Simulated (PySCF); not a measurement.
C₄H₉ (SMILES [CH2]CCC), doublet, geometry from GFN2-xTB; TPSS/STO-3G (PySCF).

Here is a job for PySCF.
```python
from pyscf import gto, scf, dft

mol = gto.M(
    atom='''
C     1.92236903    0.44432928    0.10233167
C     0.53467094    0.50136917   -0.37871364
C    -0.38979517   -0.47409389    0.39311958
C    -1.82234980   -0.40351945   -0.11607542
H     2.59764591   -0.30104785   -0.27089720
H     2.22706318    1.01997872    0.95478395
H     0.13001771    1.50944276   -0.25395008
H     0.48794411    0.23353260   -1.43777111
H    -0.00533586   -1.48928432    0.27881208
H    -0.36087593   -0.22188073    1.45474050
H    -2.45553546   -1.09415744    0.43684445
H    -2.22283514    0.60086320    0.00442599
H    -1.86745855   -0.66595757   -1.17096169
''',
    basis='sto-3g',
    spin=1,
    verbose=4,
)

mf = dft.UKS(mol)
mf.xc = 'tpss'
mf.grids.radi_method = dft.radi.mura_knowles
mf.kernel()
mf.analyze()
```

It wrote (shortened):

```
PySCF version 2.14.0

[INPUT] verbose = 4
[INPUT] num. atoms = 13
[INPUT] num. electrons = 33
[INPUT] charge = 0
[INPUT] spin (= nelec alpha-beta = 2S) = 1
[INPUT] symmetry False subgroup None
[INPUT] Mole.unit = angstrom
[INPUT] Symbol           X                Y                Z      unit          X                Y                Z       unit  Magmom
[INPUT]  1 C      1.922369030000   0.444329280000   0.102331670000 AA    3.632750977046   0.839660648325   0.193378830169 Bohr   0.0
[INPUT]  2 C      0.534670940000   0.501369170000  -0.378713640000 AA    1.010381643364   0.947450418601  -0.715665059237 Bohr   0.0
[INPUT]  3 C     -0.389795170000  -0.474093890000   0.393119580000 AA   -0.736606115978  -0.895907609430   0.742888340404 Bohr   0.0
[INPUT]  4 C     -1.822349800000  -0.403519450000  -0.116075420000 AA   -3.443742025156  -0.762541246435  -0.219350753594 Bohr   0.0
[INPUT]  5 H      2.597645910000  -0.301047850000  -0.270897200000 AA    4.908839338497  -0.568897986889  -0.511921515912 Bohr   0.0
[INPUT]  6 H      2.227063180000   1.019978720000   0.954783950000 AA    4.208539472303   1.927480433684   1.804280173630 Bohr   0.0
[INPUT]  7 H      0.130017710000   1.509442760000  -0.253950080000 AA    0.245697863243   2.852433417108  -0.479896100511 Bohr   0.0
[INPUT]  8 H      0.487944110000   0.233532600000  -1.437771110000 AA    0.922080731995   0.441312655158  -2.716993627712 Bohr   0.0
[INPUT]  9 H     -0.005335860000  -1.489284320000   0.278812080000 AA   -0.010083314039  -2.814339486409   0.526878471420 Bohr   0.0
[INPUT] 10 H     -0.360875930000  -0.221880730000   1.454740500000 AA   -0.681956672648  -0.419293812019   2.749061127313 Bohr   0.0
[INPUT] 11 H     -2.455535460000  -1.094157440000   0.436844450000 AA   -4.640289508558  -2.067657898755   0.825516369536 Bohr   0.0
[INPUT] 12 H     -2.222835140000   0.600863200000   0.004425990000 AA   -4.200549634659   1.135466886330   0.008363908930 Bohr   0.0
[INPUT] 13 H     -1.867458550000  -0.665957570000  -1.170961690000 AA   -3.528985208477  -1.258477417881  -2.212796896458 Bohr   0.0

nuclear repulsion = 123.69461524464
number of shells = 21
number of NR pGTOs = 87
number of NR cGTOs = 29
basis = sto-3g
ecp = {}

******** <class 'pyscf.dft.uks.UKS'> ********
method = UKS
initial guess = minao
damping factor = 0
level_shift factor = 0
DIIS = <class 'pyscf.scf.diis.CDIIS'>
diis_start_cycle = 1
diis_space = 8
diis_damp = 0
SCF conv_tol = 1e-09
SCF conv_tol_grad = None
SCF max_cycles = 50
direct_scf = True
direct_scf_tol = 1e-13
number electrons alpha = 17  beta = 16
XC library pyscf.dft.libxc version 7.1.2
    S. Lehtola, C. Steigemann, M. J. T. Oliveira, and M. A. L. Marques,  SoftwareX 7, 1–5 (2018)
XC functionals = tpss
    J. Tao, J. P. Perdew, V. N. Staroverov, and G. E. Scuseria,  Phys. Rev. Lett. 91, 146401 (2003)
    J. P. Perdew, J. Tao, V. N. Staroverov, and G. E. Scuseria,  J. Chem. Phys. 120, 6898 (2004)
    J. Tao, J. P. Perdew, V. N. Staroverov, and G. E. Scuseria,  Phys. Rev. Lett. 91, 146401 (2003)
    J. P. Perdew, J. Tao, V. N. Staroverov, and G. E. Scuseria,  J. Chem. Phys. 120, 6898 (2004)
radial grids: Mura-Knowles [JCP 104, 9848 (1996); DOI:10.1063/1.471749] log3 quadrature radial grids
becke partition: Becke, JCP 88, 2547 (1988); DOI:10.1063/1.454033
pruning grids: <function nwchem_prune>
grids dens level: 3
symmetrized grids: False
atomic radii adjust function: <function treutler_atomic_radii_adjust>
small_rho_cutoff = 0
Set gradient conv threshold to 3.16228e-05
tot grids = 138480
init E= -155.949166363915

cycle= 1 E= -155.935178757748  delta_E= 0.014  |g|= 0.136  |ddm|= 2.98
cycle= 2 E= -155.942124880046  delta_E= -0.00695  |g|= 0.104  |ddm|= 0.343
cycle= 3 E= -155.949197262729  delta_E= -0.00707  |g|= 0.0105  |ddm|= 0.151
cycle= 4 E= -155.949279471106  delta_E= -8.22e-05  |g|= 0.00633  |ddm|= 0.0249
cycle= 5 E= -155.949309662468  delta_E= -3.02e-05  |g|= 0.00102  |ddm|= 0.0102
cycle= 6 E= -155.949311169895  delta_E= -1.51e-06  |g|= 0.000206  |ddm|= 0.00328
cycle= 7 E= -155.949311205386  delta_E= -3.55e-08  |g|= 0.000104  |ddm|= 0.000495
cycle= 8 E= -155.949311212711  delta_E= -7.33e-09  |g|= 2.54e-05  |ddm|= 0.00017
cycle= 9 E= -155.949311213464  delta_E= -7.53e-10  |g|= 5.08e-06  |ddm|= 6.78e-05
Extra cycle  E= -155.949311213488  delta_E= -2.34e-11  |g|= 3.61e-06  |ddm|= 1.41e-05
converged SCF energy = -155.949311213488  <S^2> = 0.75475573  2S+1 = 2.0047501
**** SCF Summaries ****
Total Energy =                        -155.949311213487618
Nuclear Repulsion Energy =             123.694615244639607
One-electron Energy =                 -453.645645648307209
Two-electron Energy =                  174.001719190179955
Two-electron Coulomb Energy =          199.184654335629460
DFT Exchange-Correlation Energy =      -25.182935145449509
**** MO energy ****
                             alpha | beta                alpha | beta
MO #1   energy= -9.83022758481229  | -9.83107486425236  occ= 1 | 1
MO #2   energy= -9.82929577669252  | -9.82823635876296  occ= 1 | 1
MO #3   energy= -9.82252404709336  | -9.82243576204352  occ= 1 | 1
MO #4   energy= -9.78570845883908  | -9.76964472343081  occ= 1 | 1
MO #5   energy= -0.704845790480775 | -0.699266020786545 occ= 1 | 1
MO #6   energy= -0.634941177882642 | -0.622942976379573 occ= 1 | 1
MO #7   energy= -0.540050046239093 | -0.526189433859367 occ= 1 | 1
MO #8   energy= -0.498141294506433 | -0.488368702768131 occ= 1 | 1
MO #9   energy= -0.403917271816998 | -0.401337917491711 occ= 1 | 1
MO #10  energy= -0.353316990485763 | -0.350677512745859 occ= 1 | 1
MO #11  energy= -0.351209818491351 | -0.34749047171548  occ= 1 | 1
MO #12  energy= -0.327171402136143 | -0.321383120457994 occ= 1 | 1
MO #13  energy= -0.289451866196831 | -0.287405135357364 occ= 1 | 1
MO #14  energy= -0.270035157340019 | -0.264610952504674 occ= 1 | 1
MO #15  energy= -0.264808666647308 | -0.258102908425531 occ= 1 | 1
MO #16  energy= -0.258505581376617 | -0.257293880111677 occ= 1 | 1
MO #17  energy= -0.0954609513465149 | 0.0440911602401384 occ= 1 | 0
MO #18  energy= 0.357928676127023  | 0.362621012476308  occ= 0 | 0
MO #19  energy= 0.358022960962095  | 0.366855803034624  occ= 0 | 0
MO #20  energy= 0.373970005101965  | 0.387009514766812  occ= 0 | 0
MO #21  energy= 0.410718579321325  | 0.420865220467156  occ= 0 | 0
MO #22  energy= 0.412537559031139  | 0.4379077117044    occ= 0 | 0
MO #23  energy= 0.439462688462284  | 0.466278261166082  occ= 0 | 0
MO #24  energy= 0.475606108200655  | 0.478692461550001  occ= 0 | 0
MO #25  energy= 0.48344067306628   | 0.48656995471855   occ= 0 | 0

To work with the spin densities directly, `use mulliken_meta_spin()` only printing them here.

 ** Mulliken spin pop alpha/beta on meta-lowdin orthogonal AOs **
 ** Mulliken Spin Density (per AO)  **
spin_pop of  0 C 1s       -0.00003
spin_pop of  0 C 2s        0.05624
spin_pop of  0 C 2px       0.11967
spin_pop of  0 C 2py       0.45747
spin_pop of  0 C 2pz       0.40622
spin_pop of  1 C 1s        0.00000
spin_pop of  1 C 2s       -0.01024
spin_pop of  1 C 2px      -0.02920
spin_pop of  1 C 2py      -0.00988
spin_pop of  1 C 2pz      -0.01171
spin_pop of  2 C 1s        0.00000
spin_pop of  2 C 2s        0.01402
spin_pop of  2 C 2px       0.01938
spin_pop of  2 C 2py       0.01978
spin_pop of  2 C 2pz       0.01275
spin_pop of  3 C 1s       -0.00000
spin_pop of  3 C 2s        0.00018
spin_pop of  3 C 2px       0.00313
spin_pop of  3 C 2py      -0.00009
spin_pop of  3 C 2pz       0.00025
spin_pop of  4 H 1s       -0.03583
spin_pop of  5 H 1s       -0.03583
spin_pop of  6 H 1s        0.01361
spin_pop of  7 H 1s        0.01361
spin_pop of  8 H 1s       -0.00272
spin_pop of  9 H 1s       -0.00272
spin_pop of  10 H 1s        0.00201
spin_pop of  11 H 1s       -0.00004
spin_pop of  12 H 1s       -0.00004
 ** Mulliken Spin Density (per atom)  **
spin density of  0 C =      1.03958
spin density of  1 C =     -0.06103
spin density of  2 C =      0.06593
spin density of  3 C =      0.00347
spin density of  4 H =     -0.03583
spin density of  5 H =     -0.03583
spin density of  6 H =      0.01361
spin density of  7 H =      0.01361
spin density of  8 H =     -0.00272
spin density of  9 H =     -0.00272
spin density of  10 H =      0.00201
spin density of  11 H =     -0.00004
spin density of  12 H =     -0.00004
 ** Mulliken pop alpha/beta on meta-lowdin orthogonal AOs **
 ** Mulliken pop       alpha | beta **
pop of  0 C 1s        0.99984 | 0.99986
pop of  0 C 2s        0.56465 | 0.50840
pop of  0 C 2px       0.55087 | 0.43120
pop of  0 C 2py       0.73670 | 0.27923
pop of  0 C 2pz       0.70980 | 0.30358
pop of  1 C 1s        0.99981 | 0.99981
pop of  1 C 2s        0.50584 | 0.51608
pop of  1 C 2px       0.48580 | 0.51500
pop of  1 C 2py       0.50619 | 0.51607
pop of  1 C 2pz       0.50688 | 0.51859
pop of  2 C 1s        0.99982 | 0.99981
pop of  2 C 2s        0.52407 | 0.51006
pop of  2 C 2px       0.49836 | 0.47898
pop of  2 C 2py       0.52042 | 0.50064
pop of  2 C 2pz       0.51841 | 0.50566
pop of  3 C 1s        0.99981 | 0.99981
pop of  3 C 2s        0.50998 | 0.50980
pop of  3 C 2px       0.50581 | 0.50268
pop of  3 C 2py       0.52529 | 0.52538
pop of  3 C 2pz       0.52306 | 0.52281
pop of  4 H 1s        0.46580 | 0.50162
pop of  5 H 1s        0.46580 | 0.50163
pop of  6 H 1s        0.48710 | 0.47349
pop of  7 H 1s        0.48710 | 0.47349
pop of  8 H 1s        0.48097 | 0.48369
pop of  9 H 1s        0.48097 | 0.48369
pop of  10 H 1s        0.48054 | 0.47853
pop of  11 H 1s        0.48015 | 0.48020
pop of  12 H 1s        0.48015 | 0.48020
In total            17.00000 | 16.00000
 ** Mulliken atomic charges   ( Nelec_alpha | Nelec_beta ) **
charge of  0C =     -0.08413  (     3.56186      2.52228 )
charge of  1C =     -0.07009  (     3.00453      3.06556 )
charge of  2C =     -0.05623  (     3.06108      2.99515 )
charge of  3C =     -0.12442  (     3.06394      3.06047 )
charge of  4H =      0.03258  (     0.46580      0.50162 )
charge of  5H =      0.03258  (     0.46580      0.50163 )
charge of  6H =      0.03941  (     0.48710      0.47349 )
charge of  7H =      0.03941  (     0.48710      0.47349 )
charge of  8H =      0.03533  (     0.48097      0.48369 )
charge of  9H =      0.03533  (     0.48097      0.48369 )
charge of  10H =      0.04093  (     0.48054      0.47853 )
charge of  11H =      0.03965  (     0.48015      0.48020 )
charge of  12H =      0.03965  (     0.48015      0.48020 )
Dipole moment(X, Y, Z, Debye): -0.20802, -0.09769,  0.04239
```
